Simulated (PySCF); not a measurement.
# ScO: mean field, correlation and small terms against distance

State: ²Σ⁺, doublet, unpaired electrons σ ↑. ROHF-based CCSD(T) in PySCF 2.14 with Sc aug-cc-pVDZ, O aug-cc-pVDZ and Sc aug-cc-pVTZ, O aug-cc-pVTZ (frozen core orbitals: 10; no relativity). Correlation energies are extrapolated as n⁻³ (n = 2, 3), Hartree–Fock as (n+1)·exp(−9√n). SR is the spin-free X2C energy in Sc cc-pVTZ-DK, O cc-pVTZ-DK less the non-relativistic one in Sc cc-pVTZ, O cc-pVTZ. All energies in eV from Sc (3d1 4s2) + O.

```json
{"R (Å)": "1.4575", "HF/CBS": "-2.267", "CCSD corr.": "-2.407", "(T)": "-0.3795", "SR": "0.0364", "total": "-5.017"}
{"R (Å)": "1.5237", "HF/CBS": "-2.954", "CCSD corr.": "-2.541", "(T)": "-0.4335", "SR": "0.0282", "total": "-5.901"}
{"R (Å)": "1.5900", "HF/CBS": "-3.304", "CCSD corr.": "-2.659", "(T)": "-0.4882", "SR": "0.0224", "total": "-6.429"}
{"R (Å)": "1.6562", "HF/CBS": "-3.389", "CCSD corr.": "-2.763", "(T)": "-0.5428", "SR": "0.0185", "total": "-6.677"}
{"R (Å)": "1.7225", "HF/CBS": "-3.270", "CCSD corr.": "-2.856", "(T)": "-0.5981", "SR": "0.0157", "total": "-6.709"}
{"R (Å)": "1.8053", "HF/CBS": "-2.909", "CCSD corr.": "-2.963", "(T)": "-0.6698", "SR": "0.0135", "total": "-6.528"}
{"R (Å)": "1.8881", "HF/CBS": "-2.383", "CCSD corr.": "-3.062", "(T)": "-0.7473", "SR": "0.0123", "total": "-6.181"}
```

A fit to the total gives Re = 1.7001 Å, De = 6.719 eV, ωe = 965.9 cm⁻¹, Be = 0.4944 cm⁻¹ (masses 44.9559 and 15.9949 u).

Q: At R = 1.7225 Å the CCSD correlation energy is -0.269226 hartree in the smaller basis and -0.312145 in the larger. Extrapolate it.

A: (3³·E3 − 2³·E2)/(3³ − 2³) = -0.33022 hartree; the larger basis holds 94.5 % of it.

The T1 diagnostic is 0.040, large enough to doubt a single reference. The state was picked by a PBE0 search and need not be the measured ground state. Spin–orbit coupling, excitations beyond (T) and corrections to the Born–Oppenheimer picture are left out.
